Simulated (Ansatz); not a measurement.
Molecule: trimethoxysilane, C3H10O3Si (charge 0, singlet). 
Coordinates optimised at B3LYP-D3(BJ)/def2-TZVP (Ansatz, a first-principles code):
SMILES: CO[SiH](OC)OC
```xyz
17

Si    -0.0187    -0.1084    -0.2693
O     -0.3530     1.4862    -0.2867
C      0.3783     2.4604    -1.0151
O      1.4862    -0.3275     0.3154
C      2.1111    -1.5892     0.4947
O     -1.0818    -0.8616     0.7092
C     -2.4891    -0.8693     0.5251
H     -0.1143    -0.6607    -1.6410
H      0.4719     2.1842    -2.0702
H      1.3781     2.5895    -0.5942
H     -0.1596     3.4058    -0.9492
H      1.6274    -2.1510     1.2970
H      2.0797    -2.1852    -0.4230
H      3.1533    -1.4153     0.7611
H     -2.9202    -1.5653     1.2443
H     -2.9081     0.1249     0.6965
H     -2.7588    -1.1975    -0.4837
```

Quantity: atomisation energy (electronic, to ground-state atoms), in kJ/mol. Correlated levels leave the core frozen unless marked. Open shells are spin-unrestricted. Spin-orbit coupling is left out. Non-relativistic. The coupled-cluster limit lacks core correlation, which all-electron functionals hold. Basis-set limits of correlation are two-point, X^-3; Hartree-Fock from the larger set. [CCSD(T)-MP2]/basis is that difference in the basis named.

```json
[
 {"level": "HF/aug-cc-pV(T+d)Z", "program": "Ansatz", "atomisation energy (kJ/mol)": "4883.7"},
 {"level": "HF/cc-pV(Q+d)Z", "program": "Ansatz", "atomisation energy (kJ/mol)": "4894.6"}
]
```

Q: Predict the RI-MP2/CBS(aug-cc-pV(T+d)Z,aug-cc-pV(Q+d)Z)+[CCSD(T)-MP2]/aug-cc-pV(T+d)Z result (Ansatz).

A: 6694.5 kJ/mol
